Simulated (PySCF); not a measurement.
Si(H)(NHSiH3)(Cl)2 (Cl2H5NSi2), SMILES [SiH3]N[SiH](Cl)Cl.

Geometry optimised at PBE-D3(BJ)/def2-SVP. Other conformers were not sampled.

All values below come from PySCF with TDA-B3LYP/def2-SVPD.

Vertical excitations. Gas-phase values at a fixed geometry.

Computed lowest excited states:
```csv
state,energy (eV),λ (nm),f,main pairs
S1,6.44,192,0.015,HOMO→LUMO 97 %
S2,6.60,188,0.002,HOMO→LUMO+1 94 %
S3,7.03,176,0.043,HOMO→LUMO+2 91 %
S4,7.48,166,0.051,HOMO→LUMO+3 78 %
S5,7.60,163,0.015,"HOMO→LUMO+4 77 %, HOMO→LUMO+3 13 %"
S6,7.66,162,0.010,"HOMO−2→LUMO+1 66 %, HOMO−2→LUMO 20 %"
S7,7.73,160,0.044,HOMO−1→LUMO+1 76 %
S8,7.79,159,0.014,HOMO−1→LUMO 87 %
S9,7.84,158,0.019,"HOMO−2→LUMO 55 %, HOMO−2→LUMO+1 14 %, HOMO−3→LUMO+1 11 %, HOMO−2→LUMO+2 9 %"
S10,7.91,157,0.020,HOMO−3→LUMO+1 65 %
T1,6.08,204,0,HOMO→LUMO 93 %
T2,6.49,191,0,HOMO→LUMO+1 94 %
T3,6.72,185,0,HOMO→LUMO+2 93 %
T4,7.18,173,0,HOMO−1→LUMO+1 80 %
```
Triplets are in the Tamm–Dancoff approximation.
